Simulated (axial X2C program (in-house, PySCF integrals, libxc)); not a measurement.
Spectroscopic constants of MgBa

Computed with an axial X2C code built on PySCF integrals. Spin-free means the one-electron spin-free X2C Hamiltonian; two-component (2c) means X2C with spin–orbit coupling and atomic mean-field two-electron Coulomb and Gaunt terms, so the difference of the two also holds small scalar two-electron terms. Basis: Ba dyall-cv3z [14s14p9d5f1g], Mg dyall-cv3z [9s8p6d3f] (cores contracted in-house); Gaussian nuclei, density fitting, unrestricted open shells. Masses: Ba 137.905 u, Mg 23.985 u.

State, spin-free: M_S = 0, Λ = 0 (closed shell); electrons by block: σα: 16, σβ: 16, π+α: 7, π+β: 7, π-α: 7, π-β: 7, δ+α: 2, δ+β: 2, δ-α: 2, δ-β: 2. Fragments: Ba + Mg.

State, 2c: Ω = 0 (closed shell); electrons by block: 1/2: 23, -1/2: 23, 3/2: 9, -3/2: 9, 5/2: 2, -5/2: 2. Fragments: Ba + Mg.

```
Hamiltonian  level  Re (Å)  ωe (cm⁻¹)  ωexe (cm⁻¹)  Be (cm⁻¹)  αe (cm⁻¹)  De (eV)  D0 (eV)  μ (D)
  spin-free   PBE0   4.227       69.3        0.775    0.04618   0.000571    0.156    0.151  -0.21
  spin-free    MP2   4.558       43.5        0.885    0.03972   0.000824    0.073    0.070    n/a
  spin-free  PBE50   4.319       62.8         0.79    0.04423   0.000596    0.127    0.123  -0.07
         2c   PBE0   4.226       69.4        0.775    0.04621   0.000571    0.156    0.152  -0.21
         2c    MP2   4.558       43.5        0.885    0.03972   0.000824    0.073    0.070    n/a
         2c  PBE50   4.318       62.8        0.789    0.04426   0.000597    0.127    0.123  -0.06
```

Correlated methods: 12 electrons correlated (number of frozen shells: Ba 4 s, 3 p, 2 d; Mg 2 s, 1 p), 342 virtual spin orbitals or spinors in MP2.

Dipoles are positive if Mg is the positive end.

One determinant describes the state; a PBE0 search over occupations chose it and may have missed a lower one. De is counted from the lowest determinant-based energies of the atoms at the same level, without counterpoise correction.

No reliable constants came from HF (2c), HF (spin-free): no minimum in range, unconverged points, a curve that is not smooth, a change of character along it, or the two Hamiltonians disagreeing along it.

Rough cost a point (2c) on 1 thread(s) of a shared host, integrals apart: PBE0 0.7 s, PBE50 0.9 s.

The whole task took 3.5 min on 1 thread of Intel(R) Xeon(R) Platinum 8488C (Sapphire Rapids) (shared host).
